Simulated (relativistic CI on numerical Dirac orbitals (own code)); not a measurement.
## Spin-allowed bands of a d2 ion in an octahedral site, by hand

Problem. Take Δ = 17860 cm⁻¹ and B = 940 cm⁻¹ for a d2 ion in an octahedral site. Calculate the three spin-allowed bands.

Working.
1. The terms of highest spin are 3F (energy 0) and 3P (15B = 14100 cm⁻¹). Here the F term splits into A2 at +1.2Δ = 21432, T2 at +0.2Δ = 3572 and T1 at −0.6Δ = -10716 cm⁻¹.
2. The two T1 states mix through the element 0.4Δ: H = [[-10716, 7144], [7144, 14100]], with roots ½(H₁₁ + H₂₂) ∓ ½√[(H₂₂ − H₁₁)² + 4H₁₂²] = ½(3384) ∓ ½(28635) = -12626 and 16010 cm⁻¹.
3. The ground term is 3T1 at -12626 cm⁻¹.
4. Bands: 3T2 16198 cm⁻¹ (617 nm), 3T1(P) 28635 cm⁻¹ (349 nm), 3A2 34058 cm⁻¹ (294 nm).

Check. Exact diagonalisation of the whole d2 shell with these parameters gives 3T2 16198, 3T1 28635, 3A2 34058 cm⁻¹. The match is exact, since without spin-orbit coupling no other term has this spin. The ratio of the second band to the first, 1.768, depends on Δ/B = 19.0 alone, which is how a Tanabe-Sugano diagram is read.
